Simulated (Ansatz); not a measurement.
F2I2Zr, SMILES `[F][Zr]([F])([I])[I]`, relaxed with RKS PBE0-D4/def2-TZVP in Ansatz from a PBE-D4/def2-SVP geometry. The force threshold is 0.005 eV/Å; the program also tests the step.

Charge 0, multiplicity 1. Zr, I takes the def2 core potential.

Start:

```xyz
5

F     1.390    1.115    0.928
Zr   -0.020    0.159    0.096
F    -1.657    1.069    0.396
I     0.447   -0.007   -2.569
I    -0.160   -2.336    1.148
```

```csv
step,energy (eV),largest force (eV/Å),largest move (Å)
1,-22922.7070,0.514,0.000
2,-22922.7173,0.145,0.024
3,-22922.7193,0.024,0.012
4,-22922.7193,0.015,0.005
5,-22922.7193,0.000,0.002
```

End:

```xyz
5

F     1.371    1.110    0.920
Zr   -0.019    0.155    0.094
F    -1.636    1.061    0.396
I     0.445   -0.001   -2.559
I    -0.162   -2.324    1.149
```

Run time 35 s (4 threads of a server CPU on a shared host); peak host memory 0.65 GiB.
